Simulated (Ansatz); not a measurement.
One change: `N=C=CBr` becomes `N=C=C[SiH3]`.

Ansatz, PBE0-D4/def2-TZVP geometries, multiplicity 1. Each molecule was computed in one conformer, which needn't be the lowest.

Scalar relativity is left out up to krypton.

| property | `N=C=CBr` |
| --- | --- |
| HOMO energy (PBE/def2-TZVPP) / eV | -5.60 |
| HOMO–LUMO gap (PBE/def2-TZVPP) / eV | 3.15 |
| HOMO–LUMO gap (B3LYP/def2-TZVPP) / eV | 4.91 |
| HOMO energy (B3LYP/def2-TZVPP) / eV | -6.57 |
| HOMO–LUMO gap (ωB97M-V/def2-TZVPP) / eV | 9.70 |
| ideal-gas entropy at 298 K and 1 bar (rigid rotor, harmonic PBE0-D4/def2-TZVP) / J/(mol·K) | 296 |

Problem. Give the same properties after the change, and the shifts. (An estimate is asked.)

Solution. Computed: 
```tsv
property	`N=C=C[SiH3]`	shift
HOMO energy (PBE/def2-TZVPP) / eV	-5.90	-0.30
HOMO–LUMO gap (PBE/def2-TZVPP) / eV	4.65	1.50
HOMO–LUMO gap (B3LYP/def2-TZVPP) / eV	6.42	1.51
HOMO energy (B3LYP/def2-TZVPP) / eV	-6.85	-0.28
HOMO–LUMO gap (ωB97M-V/def2-TZVPP) / eV	11.16	1.46
ideal-gas entropy at 298 K and 1 bar (rigid rotor, harmonic PBE0-D4/def2-TZVP) / J/(mol·K)	309	13
```

With PBE0 the HOMO falls by 0.29 eV and the LUMO rises by 1.24 eV, so the gap widens by about 1.53 eV. PBE moves the HOMO by -0.30 eV and ωB97M-V by -0.31 eV. The zero-point energy changes by 64.5 kJ/mol with +9 modes.

B3LYP here is the variant with VWN-RPA as its local correlation; programs differ in this.

Spin–orbit coupling is left out; it splits and shifts lone-pair levels of the heavy atoms by tenths of an eV.
